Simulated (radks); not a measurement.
Spherical quantum dot in the effective-mass picture: electrons in a parabolic well V = omega^2 r^2 / 2 with omega = 2.78, with a point charge +1 (a donor) at the centre, all in effective atomic units (hartree* = m*/eps^2 hartree, bohr* = eps/m* bohr), one dielectric constant everywhere. Calculated with a radial shooting solver with Libxc functionals: non-relativistic Kohn-Sham, LDA (Slater exchange, Perdew-Wang correlation), spin-polarised, spherical densities. Levels are named by radial order and angular momentum (1s, 1p, 1d, 2s, ...), and open shells are averaged over m. Each electron was tried in the lowest free levels, single moves between levels near the top were tried too, and the lowest total energy was kept; such a search can miss a lower state. At N = 1 the Hartree and exchange-correlation terms need not cancel, so that row can carry a self-interaction error.

N        open shells  2S  E (hartree*)  addition energy mu(N+1) - mu(N) (hartree*)  e(HOMO) (hartree*)  rms radius (bohr*)
1   1s(up 1, down 0)   1       2.19266                                       1.421              2.7351              0.6517
2               none   0       5.80656                                       4.128              4.1418              0.6828
3   1p(up 1, down 0)   1       13.5481                                      0.8410              8.1564              0.7920
4   1p(up 2, down 0)   2       22.1305                                      0.8569              9.0105              0.8497
5   1p(up 3, down 0)   3       31.5699                                       1.097              9.8678              0.8890
6   1p(up 3, down 1)   2       42.1061                                      0.7902              10.927              0.9214
7   1p(up 3, down 2)   1       53.4324                                      0.8016              11.727              0.9480
8               none   0       65.5603                                       2.837              12.529              0.9713
9   2s(up 1, down 0)   1       80.5249                                      0.8119              15.327               1.009
10              none   0       96.3014                                      0.8628              16.136               1.041
11  1d(up 1, down 0)   1       112.941                                      0.6778              16.978               1.070
12  1d(up 2, down 0)   2       130.258                                      0.6755              17.655               1.094
13  1d(up 3, down 0)   3       148.250                                      0.6720              18.329               1.117
14  1d(up 4, down 0)   4       166.915                                      0.6678              18.999               1.137
15  1d(up 5, down 0)   5       186.247                                      0.8354              19.665               1.156
16  1d(up 5, down 1)   4       206.415                                      0.6404              20.488               1.174
17  1d(up 5, down 2)   3       227.223                                      0.6388              21.128               1.190
18  1d(up 5, down 3)   2       248.670                                      0.6362              21.766               1.206
19  1d(up 5, down 4)   1       270.754                                      0.6328              22.400               1.221
20              none   0       293.470                                       2.567              23.031               1.235
21  1f(up 1, down 0)   1       318.753                                      0.5766              25.572               1.254
22  1f(up 2, down 0)   2       344.612                                      0.5747              26.147               1.272
23  1f(up 3, down 0)   3       371.047                                           -              26.721               1.289

All shells are closed at N = 2, 8, 10, 20 (there: 1s2 1p6 1d10 2s2); the second difference of the energy has clear peaks (12 % above both neighbours; the first and last values, which can be the largest, are not judged, and half-filled shells can peak too) at N = 2, 5, 8, 15, 20.
